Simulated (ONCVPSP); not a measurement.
# Si: variants of one ONCV potential

Base potential:

ONCVPSP 4.0.1 input, shortened (lines: element, Z, core and valence counts, functional; n l f; lmax; l rc ep ncon nbas qcut; lloc lpopt rc5 dvloc0; l nproj debl; icmod fcfact rcfact), revPBE, scalar-relativistic:

```
  Si 14.00    3    2  -102130      upf
    1    0    2.00
    2    0    2.00
    2    1    6.00
    3    0    2.00
    3    1    2.00
    2
    0    1.80    0.00    3    6    3.30
    1    2.20    0.00    5    9    4.30
    2    2.40    0.08    4    9    4.60
    4    5    1.45    0.00
    0    2    3.50
    1    1    2.10
    2    3    2.40
    4    0.70    0.00
```

All-electron outer shells of the reference configuration (revPBE, scalar-relativistic, ld1.x):

```json
{"shell": "2s", "level (eV)": "-139.61", "outermost node (bohr)": "0.15", "outermost maximum (bohr)": "0.45"}
{"shell": "2p", "level (eV)": "-95.53", "outermost node (bohr)": "–", "outermost maximum (bohr)": "0.39"}
{"shell": "3s", "level (eV)": "-10.78", "outermost node (bohr)": "0.72", "outermost maximum (bohr)": "1.80"}
{"shell": "3p", "level (eV)": "-4.06", "outermost node (bohr)": "0.72", "outermost maximum (bohr)": "2.17"}
```

Cutoffs, loose and tight: the cutoffs (Ha) at which the residual kinetic energy of the hardest occupied pseudo-wave falls to 1 and 0.1 mHa per electron. They do not see the model core or the augmentation charge, which bear on the density cutoff. Test errors are all-electron minus pseudo excitation energies from the reference, over the configurations 3s2 3p1; 3s2 3p0; 3s1 3p0; 3s1 3p3. A dash means not determined; rows that change the core or the reference have their own tests.

For the base: The cutoffs count occupied waves only; projector 2 of the d channel, the hardest unoccupied one, needs 42 Ha at the loose tolerance.

| change | outcome | cutoff, loose | cutoff, tight | bound ghosts | GHOST(+) flags above zero | largest test error (meV) |
| --- | --- | --- | --- | --- | --- | --- |
| base | generated | 11 Ha | 27 Ha | none | s | -31 |
| s: rc 1.3; local potential polynomial inside 1.30 bohr (lpopt 5, dvloc0 0 Ha) | generated | 13 Ha | 57 Ha | none | s | +40 |
| s: rc 1.44; local potential polynomial inside 1.44 bohr (lpopt 5, dvloc0 0 Ha) | generated | 13 Ha | 32 Ha | none | s | +47 |
| s: rc 1.68 | generated | 13 Ha | 31 Ha | none | s | -10 |
| s: rc 2.2 | generated | 5.1 Ha | 17 Ha | none | s | -61 |
| s: rc 2.54 | generated | 4.0 Ha | 7.5 Ha | none | none | -71 |

Question: What comes out with this change to the base: s: rc 1.84?

Answer: outcome: generated; cutoff, loose: 11 Ha; cutoff, tight: 27 Ha; bound ghosts: none; GHOST(+) flags above zero: s; largest test error (meV): -35.

Question: What comes out with this change to the base: s: rc 2?

Answer: outcome: generated; cutoff, loose: 6.0 Ha; cutoff, tight: 22 Ha; bound ghosts: none; GHOST(+) flags above zero: none; largest test error (meV): -48.

Question: What comes out with this change to the base: s: rc 2.46?

Answer: outcome: generated; cutoff, loose: 4.2 Ha; cutoff, tight: 7.5 Ha; bound ghosts: none; GHOST(+) flags above zero: s; largest test error (meV): -70.

Reading the sweep of the s radius (base included, trends over the rows without a ghost): The loose cutoff falls from 13 Ha at 1.3 to 4.0 Ha at 2.54 bohr. A larger radius leaves more room for a smooth pseudo-wave, so fewer plane waves are needed; a smaller one forces it to follow the all-electron wave where it bends sharply. The median size of the test errors (rows with all tests solved) rises from 1.9 meV at 1.3 to 18.8 meV at 2.54 bohr, with one reversal. More of the atom is replaced by a form fitted at one configuration, so other configurations suffer as the radius grows.
